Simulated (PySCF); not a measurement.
**The chalcogenides of carbon, CO₂ to CSe₂**

Level: PBE in the def2-TZVP basis family, all electrons, no relativity, computed in PySCF with density fitting; open shells unrestricted.

Each entry is the lowest minimum that a search over a few typed start shapes (and spin states, where more than one is plausible) found, or that minimum re-optimised at the stated level; isomers with ligand–ligand bonds, or fragments after loss of a ligand pair, can lie lower.

```json
{"molecule": "CO₂", "2S+1": "1", "point group": "D∞h", "mean bond to C (Å)": "1.171", "atomisation (kJ/mol)": "1743", "distinct angles (°)": "180", "highest ω (cm⁻¹)": "2363"}
{"molecule": "CS₂", "2S+1": "1", "point group": "D∞h", "mean bond to C (Å)": "1.562", "atomisation (kJ/mol)": "1264", "distinct angles (°)": "180", "highest ω (cm⁻¹)": "1550"}
{"molecule": "CSe₂", "2S+1": "1", "point group": "D∞h", "mean bond to C (Å)": "1.705", "atomisation (kJ/mol)": "1076", "distinct angles (°)": "180", "highest ω (cm⁻¹)": "1315"}
```

The bond lengthens at every step; the largest change, 0.391 Å, falls between CO₂ and CS₂ among the members listed.

Left out of the table are members whose search was unfinished or whose lowest solution was spin-contaminated, unstable, very soft or bonded differently.
